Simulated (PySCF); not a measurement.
**`Cl[C@H]1COCC[SiH2]1`: 4 charge schemes on one density**

Species: C4H9ClOSi.
Z-matrix (Å and degrees, PBE0-D3(BJ)/def2-SVP geometry), rows numbered from 1:
```
Cl
C   1  1.7948
C   2  1.5316  1  109.77
O   3  1.3995  2  111.57  1  -179.04
C   4  1.4066  3  115.33  2   -74.36
C   5  1.5302  4  113.21  3    73.43
Si  6  1.8889  5  109.56  4   -55.50
H   2  1.1011  1  106.78  3  -117.66
H   3  1.1095  2  109.29  1    57.47
H   3  1.1011  2  109.85  1   -60.15
H   5  1.1009  4  105.77  3  -165.36
H   5  1.1098  4  109.87  3   -50.09
H   6  1.1024  5  110.37  4  -178.58
H   6  1.1031  5  109.24  4    63.99
H   7  1.4943  2  108.27  1   -47.63
H   7  1.4921  2  112.13  1    73.93
```

Density: PBE0/pcSseg-1 (PySCF); schemes: Mulliken, IAO, Hirshfeld and ESP-fitted. The structure is a single PBE0-D3(BJ)/def2-SVP conformer in the gas phase; no vibrational or solvent corrections.

Task: What partial charge does each atom carry?

Result: In e:

```
atom                  environment  Mulliken     IAO  Hirshfeld  ESP-fitted
 Cl1               alkyl chlorine    -0.125  -0.111     -0.065      -0.133
  C2              sp3 C–Cl carbon    -0.524  -0.384     -0.092      -0.376
  C3   sp3 carbon bound to oxygen    +0.111  -0.048     -0.006      +0.070
  O4          cyclic ether oxygen    -0.500  -0.390     -0.138      -0.375
  C5   sp3 carbon bound to oxygen    +0.044  -0.043     +0.007      +0.152
  C6  sp3 carbon bound to silicon    -0.555  -0.561     -0.166      -0.261
 Si7                 SiH2 silicon    +0.679  +0.753     +0.324      +0.440
  H8             methine hydrogen    +0.187  +0.165     +0.043      +0.231
  H9           methylene hydrogen    +0.111  +0.117     +0.030      +0.077
 H10           methylene hydrogen    +0.139  +0.157     +0.044      +0.104
 H11           methylene hydrogen    +0.132  +0.154     +0.048      +0.056
 H12           methylene hydrogen    +0.105  +0.113     +0.034      +0.035
 H13           methylene hydrogen    +0.150  +0.152     +0.047      +0.069
 H14           methylene hydrogen    +0.154  +0.150     +0.041      +0.097
 H15                Si–H hydrogen    -0.047  -0.116     -0.079      -0.084
 H16                Si–H hydrogen    -0.061  -0.107     -0.072      -0.101
```

Mean size of the charges over all atoms: Mulliken 0.227 e, IAO 0.220 e, ESP-fitted 0.166 e, Hirshfeld 0.077 e. Each set sums to the total charge, 0, to within 0.001 e. The Mulliken scheme gives each basis function's population to the atom it is centred on and halves the overlap population of two atoms between them. The Hirshfeld scheme weights the molecular density at each point by an atom's share of the summed free-atom densities.

Lowest charge. The schemes don't all agree: Mulliken C6 (-0.555); IAO C6 (-0.561); Hirshfeld C6 (-0.166); ESP-fitted C2 (-0.376).

Highest charge. All schemes agree: Mulliken Si7 (+0.679); IAO Si7 (+0.753); Hirshfeld Si7 (+0.324); ESP-fitted Si7 (+0.440).

Task: How many electrons does the ESP-fitted scheme count on C5?

Result: Z − q = 6 − (+0.152) = 5.848.

Task: Sum the charges by element, for elements with more than one atom.

Result: 
| element | atoms | Mulliken | IAO | Hirshfeld | ESP-fitted |
| --- | --- | --- | --- | --- | --- |
| C | 4 | -0.925 | -1.036 | -0.257 | -0.415 |
| H | 9 | +0.870 | +0.784 | +0.136 | +0.483 |

Task: How closely do the schemes follow one another over all atoms?

Result: Correlation coefficient and root-mean-square difference: Mulliken with IAO 0.97, 0.070 e; IAO with Hirshfeld 0.97, 0.189 e; Mulliken with ESP-fitted 0.96, 0.118 e; Mulliken with Hirshfeld 0.92, 0.207 e; IAO with ESP-fitted 0.92, 0.131 e; Hirshfeld with ESP-fitted 0.89, 0.122 e.

The run behind these numbers computed NMR shieldings as well. Time: 14 s wall; peak memory 0.86 GiB. Hardware: one thread of an AMD EPYC 9R45, shared host with 96 logical CPUs at a one-minute load of 35.
